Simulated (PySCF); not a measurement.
Molfile (atoms numbered from 1):
```
BH8NSi2
     RDKit          3D

 12 11  0  0  0  0  0  0  0  0999 V2000
    2.1708    0.3621    0.7173 B   0  0  0  0  0  0  0  0  0  0  0  0
    1.0200   -0.9551   -0.2704 Si  0  0  0  0  0  4  0  0  0  0  0  0
   -0.6018   -0.4022   -0.6242 N   0  0  0  0  0  0  0  0  0  0  0  0
   -1.6708    0.5632    0.3506 Si  0  0  0  0  0  4  0  0  0  0  0  0
    3.3263    0.0650    0.9199 H   0  0  0  0  0  0  0  0  0  0  0  0
    1.7916    1.4319    1.1299 H   0  0  0  0  0  0  0  0  0  0  0  0
    1.6800   -1.2866   -1.5777 H   0  0  0  0  0  0  0  0  0  0  0  0
    1.0424   -2.2345    0.5276 H   0  0  0  0  0  0  0  0  0  0  0  0
   -1.0298   -0.8398   -1.4366 H   0  0  0  0  0  0  0  0  0  0  0  0
   -2.2079    1.7372   -0.4069 H   0  0  0  0  0  0  0  0  0  0  0  0
   -0.8907    1.0518    1.5256 H   0  0  0  0  0  0  0  0  0  0  0  0
   -2.8498   -0.2156    0.8494 H   0  0  0  0  0  0  0  0  0  0  0  0
  1  2  1  0
  2  3  1  0
  3  4  1  0
  1  5  1  0
  1  6  1  0
  2  7  1  0
  2  8  1  0
  3  9  1  0
  4 10  1  0
  4 11  1  0
  4 12  1  0
M  END
```

PySCF 2.14.0 with density-fitted response routines calculation with shielding tensors at PBE0/pcSseg-1 (GIAO) and structure optimised with PBE0-D3(BJ)/def2-SVP; no relativistic terms, equivalent nuclei averaged, one conformer, no solvent.

Scale: TMS for ¹H (31.27 ppm) and ²⁹Si (351.99 ppm); ¹¹B (100.73 ppm) against BF3·OEt2; ¹⁵N (265.67 ppm) vs NH3 (reference shieldings calculated alike).

```tsv
atoms	nucleus	count	δ (ppm)
Si2	²⁹Si	1	?
H7/H8	¹H	2	5.19
N3	¹⁵N	1	-8.1
B1	¹¹B	1	121.0
H9	¹H	1	?
H5/H6	¹H	2	10.55
Si4	²⁹Si	1	-52.2
H10/H11/H12	¹H	3	4.88
```

Fill in the missing shifts.

Results:


- H9: -0.75 ppm, hydrogen on a nitrogen bonded to 2 Si; exchangeable; this is the value without hydrogen bonding to other molecules
- Si2: -40.7 ppm, silicon bonded to B, N, 2 H

The OH or NH signal is concentration- and solvent-dependent in practice; the value given is the gas-phase one. Hydrogens on boron are broadened and split by ¹¹B (spin 3/2, 80 %) and 10B (spin 3). Experimental scales use liquid or dissolved standards, which lie at an offset from isolated NH3 (liquid NH3: subtract about 20 ppm).
